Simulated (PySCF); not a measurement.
Computed with B3LYP-D3(BJ)/def2-TZVP // PBE0-D4/def2-SVP (PySCF 2.14.0). Isolated molecules, 0 K electronic values unless said otherwise. One relaxed conformer stands for a flexible species; it need not be the lowest. B3LYP has the VWN-RPA correlation part, as in Gaussian. Excitations are Tamm–Dancoff values on a coarser integration grid. The basis has no diffuse functions, so Rydberg states are missing or too high.

Reference species (SMILES): `Bc1ccsc1S` (neutral, multiplicity 1).

```yaml
S1 oscillator strength: 0.089
S1–T1 gap (TDA): 1.02 eV
```

Changed species: `Bc1sccc1S`.

Task: Predict the effect on the S1 oscillator strength and S1–T1 gap (TDA).

Result: the S1 oscillator strength goes up by 0.048, to 0.137; the S1–T1 gap (TDA) rises by 0.10 eV, to 1.12 eV.
